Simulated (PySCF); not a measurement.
All values below come from PBE-D3(BJ)/def2-TZVP // B3LYP-D3(BJ)/def2-TZVP in PySCF 2.14.0. Isolated molecules, 0 K electronic values unless said otherwise. Excitations are Tamm–Dancoff values on a coarser integration grid. The basis has no diffuse functions, so Rydberg states are missing or too high.

Reference species (SMILES): `B1=C[SiH2]1` (neutral, multiplicity 1).

The S1 excitation (TDA) is 2.76 eV. The dipole moment is 1.22 D and the S1 oscillator strength is 0.005. The T1 excitation (TDA) is 2.40 eV.

Changed species: `B=C=[SiH2]`.

Give the shifts of the S1 excitation (TDA), dipole moment, S1 oscillator strength and T1 excitation (TDA).

the S1 excitation (TDA) falls by 0.55 eV, to 2.21 eV; the dipole moment rises by 0.32 D, to 1.54 D; the S1 oscillator strength is nearly the same; the T1 excitation (TDA) decreases by 0.45 eV, to 1.95 eV.
